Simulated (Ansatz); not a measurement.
Reactions of AlH5SSi (`[SiH3][AlH][SH]`).

Isolated molecules relaxed with PBE0-D4/def2-TZVP in Ansatz; ΔE leaves out vibrations. CCSD(T)/CBS adds triple-zeta CCSD(T) − MP2 to the extrapolated MP2 energy (def2 sets, frozen cores). This one scheme is used for every species. Functionals use def2-TZVPP. For Ge outer-core shells are correlated without core-valence functions, which leaves a few kJ/mol of doubt a bond. Scalar relativity is left out up to krypton. Each species was taken in one conformer, which may not be the lowest.

```csv
reaction,PBE0-D4 (kJ/mol),ωB97M-V (kJ/mol),MP2/CBS(def2) (kJ/mol),CCSD(T)/CBS(def2) (kJ/mol)
`[SiH3][AlH][SH]` + CH₃NH₂ → `C[NH][AlH][SH]` + SiH₄,-71,-90,-95,-85
`[SiH3][AlH][SH]` + H₂O → `[OH][AlH][SiH3]` + H₂S,-8,-19,-14,-15
`[SiH3][AlH][SH]` + `F[C]1=[CH][GeH2]1` → `F[C]1=[CH][GeH]1[SiH3]` + `[AlH2][SH]`,-11,-18,-22,-16
`[SiH3][AlH][SH]` + BH₃ → `[BH2][AlH][SiH3]` + H₂S,140,148,160,147
`[SiH3][AlH][SH]` + `OC[SiH2]S` → `[SiH3]OC[SiH2]S` + `[AlH2][SH]`,-61,-84,-88,-79
`[SiH3][AlH][SH]` + `N[Si](O)(F)F` → `[OH][AlH][SH]` + `N[Si](F)(F)[SiH3]`,3,-1,-4,1
`[SiH3][AlH][SH]` → `[AlH2][SH]` + `[SiH2]`,265,234,257,245
```

Largest T1 diagnostic: 0.014, for `[SiH2]`.
